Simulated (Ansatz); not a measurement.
Be₂N₂Cl₂H₄⁺, that is (ClBe-mu-NH2)2 with one electron fewer. Charge 1, multiplicity 2. Geometry PBE-D4/def2-SVP; atoms count from 1.

```xyz
10

Be   -1.031   -0.329   -0.328
Cl   -2.758   -0.326   -1.056
N     0.104   -1.252    0.486
Be    1.047    0.129    0.409
Cl    2.699    0.877    0.880
N    -0.091    1.140   -0.451
H     0.462   -2.093    0.000
H    -0.154   -1.597    1.427
H    -0.449    1.985    0.031
H     0.173    1.466   -1.399
```

Question: Estimate the Mulliken populations from the PBE0/def2-TZVP orbitals of Ansatz.

Answer: 
| atom | charge (e) | spin (α − β) |
| --- | --- | --- |
| Be1 | 0.19 | -0.03 |
| Cl2 | 0.03 | 0.35 |
| N3 | -0.34 | 0.01 |
| Be4 | 0.19 | -0.03 |
| Cl5 | 0.03 | 0.35 |
| N6 | -0.30 | 0.36 |
| H7 | 0.29 | 0.00 |
| H8 | 0.29 | 0.00 |
| H9 | 0.30 | -0.01 |
| H10 | 0.30 | -0.01 |
Mulliken values depend strongly on the basis.

Question: Where does the spin sit?

Answer: Summed by element: Be -0.06, Cl 0.71, N 0.37, H -0.02, of 1 unpaired in all. Largest on single atoms: N6 0.36, Cl2 0.35, Cl5 0.35.

Question: And the Mayer bond orders between heavy atoms (over 0.3)?

Answer: Be1–Cl2 1.14 (1.87 Å); Be1–N3 0.85 (1.67 Å); Be1–N6 0.67 (1.75 Å); N3–Be4 0.85 (1.67 Å); Be4–Cl5 1.14 (1.87 Å); Be4–N6 0.67 (1.75 Å).
